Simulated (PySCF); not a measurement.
H₃BN, charge +1, singlet, at a GFN2-xTB geometry. Base run: PySCF with PBE0/3-21G.

Here is a job for PySCF.
```python
from pyscf import gto, scf, dft

mol = gto.Mole()
mol.atom = '''
    B     0.721911   -0.072720    0.286041
    N    -0.475744    0.047923   -0.188503
    H     1.786452   -0.179953    0.707842
    H    -0.954094    0.931582   -0.397778
    H    -1.111710   -0.723490   -0.420751
'''
mol.basis = '3-21g'
mol.charge = 1
mol.spin = 0
mol.verbose = 4
mol.build()

mf = dft.RKS(mol)
mf.xc = 'pbe0'
mf.kernel()
```

Variants of this job, named by their change:

```json
[
 {"change": "base", "ΔE vs base (µEh)": "0.0", "grid points": "57376", "electrons on the grid": "14.00000"},
 {"change": "grids.prune = off", "ΔE vs base (µEh)": "0.0", "grid points": "90600", "electrons on the grid": "14.00000"},
 {"change": "grids.level = 5", "ΔE vs base (µEh)": "0.1", "grid points": "155896", "electrons on the grid": "14.00000"},
 {"change": "grids.radi_method = gauss_chebyshev", "ΔE vs base (µEh)": "0.1", "grid points": "56112", "electrons on the grid": "14.00000"},
 {"change": "small_rho_cutoff = 0", "ΔE vs base (µEh)": "0.0", "grid points": "57376", "electrons on the grid": "14.00000"},
 {"change": "grids.level = 4", "ΔE vs base (µEh)": "0.1", "grid points": "103104", "electrons on the grid": "14.00000"},
 {"change": "grids.level = 2", "ΔE vs base (µEh)": "-0.5", "grid points": "38320", "electrons on the grid": "14.00000"},
 {"change": "grids.atom_grid = (99, 590)", "ΔE vs base (µEh)": "0.2", "grid points": "161240", "electrons on the grid": "14.00000"},
 {"change": "grids.level = 7", "ΔE vs base (µEh)": "0.0", "grid points": "321912", "electrons on the grid": "14.00000"},
 {"change": "grids.atom_grid = (30, 110)", "ΔE vs base (µEh)": "5.1", "grid points": "12312", "electrons on the grid": "14.00010"},
 {"change": "grids.radi_method = mura_knowles", "ΔE vs base (µEh)": "-0.1", "grid points": "54600", "electrons on the grid": "14.00000"}
]
```
